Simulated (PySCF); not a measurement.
C3H4BrCl, SMILES ClC1(Br)CC1.

The structure is a stationary point at PBE0-D3(BJ)/def2-SVP.

Computed with PBE0-D3(BJ)/def2-SVP in PySCF.

Frequencies are harmonic and unscaled.

```json
[
 {"mode": "1", "ν (cm⁻¹)": "225", "IR (km/mol)": "0.6", "moving atoms (share of kinetic energy)": "Cl 54 %, Br 26 %, C 18 %"},
 {"mode": "2", "ν (cm⁻¹)": "265", "IR (km/mol)": "0.0", "moving atoms (share of kinetic energy)": "C 42 %, Br 22 %, H 20 %, Cl 15 %"},
 {"mode": "3", "ν (cm⁻¹)": "287", "IR (km/mol)": "0.1", "moving atoms (share of kinetic energy)": "C 47 %, H 45 %"},
 {"mode": "4", "ν (cm⁻¹)": "391", "IR (km/mol)": "0.1", "moving atoms (share of kinetic energy)": "C 74 %, H 18 %"},
 {"mode": "5", "ν (cm⁻¹)": "452", "IR (km/mol)": "11.1", "moving atoms (share of kinetic energy)": "C 47 %, Cl 29 %, Br 15 %, H 10 %"},
 {"mode": "6", "ν (cm⁻¹)": "699", "IR (km/mol)": "53.3", "moving atoms (share of kinetic energy)": "C 47 %, H 34 %, Cl 16 %"},
 {"mode": "7", "ν (cm⁻¹)": "765", "IR (km/mol)": "5.5", "moving atoms (share of kinetic energy)": "H 92 %"},
 {"mode": "8", "ν (cm⁻¹)": "906", "IR (km/mol)": "0.0", "moving atoms (share of kinetic energy)": "H 84 %, C 16 %"},
 {"mode": "9", "ν (cm⁻¹)": "940", "IR (km/mol)": "0.6", "moving atoms (share of kinetic energy)": "C 71 %, H 28 %"},
 {"mode": "10", "ν (cm⁻¹)": "1002", "IR (km/mol)": "10.3", "moving atoms (share of kinetic energy)": "C 86 %, H 14 %"},
 {"mode": "11", "ν (cm⁻¹)": "1058", "IR (km/mol)": "21.6", "moving atoms (share of kinetic energy)": "H 66 %, C 34 %"},
 {"mode": "12", "ν (cm⁻¹)": "1079", "IR (km/mol)": "0.1", "moving atoms (share of kinetic energy)": "H 63 %, C 37 %"},
 {"mode": "13", "ν (cm⁻¹)": "1138", "IR (km/mol)": "62.0", "moving atoms (share of kinetic energy)": "H 53 %, C 47 %"},
 {"mode": "14", "ν (cm⁻¹)": "1166", "IR (km/mol)": "0.0", "moving atoms (share of kinetic energy)": "H 78 %, C 22 %"},
 {"mode": "15", "ν (cm⁻¹)": "1293", "IR (km/mol)": "7.6", "moving atoms (share of kinetic energy)": "C 60 %, H 39 %"},
 {"mode": "16", "ν (cm⁻¹)": "1416", "IR (km/mol)": "11.5", "moving atoms (share of kinetic energy)": "H 92 %, C 8 %"},
 {"mode": "17", "ν (cm⁻¹)": "1475", "IR (km/mol)": "16.1", "moving atoms (share of kinetic energy)": "H 59 %, C 40 %"},
 {"mode": "18", "ν (cm⁻¹)": "3160", "IR (km/mol)": "0.9", "moving atoms (share of kinetic energy)": "H 95 %"},
 {"mode": "19", "ν (cm⁻¹)": "3162", "IR (km/mol)": "0.0", "moving atoms (share of kinetic energy)": "H 94 %"},
 {"mode": "20", "ν (cm⁻¹)": "3261", "IR (km/mol)": "0.0", "moving atoms (share of kinetic energy)": "H 89 %, C 11 %"},
 {"mode": "21", "ν (cm⁻¹)": "3268", "IR (km/mol)": "0.4", "moving atoms (share of kinetic energy)": "H 89 %, C 11 %"}
]
```
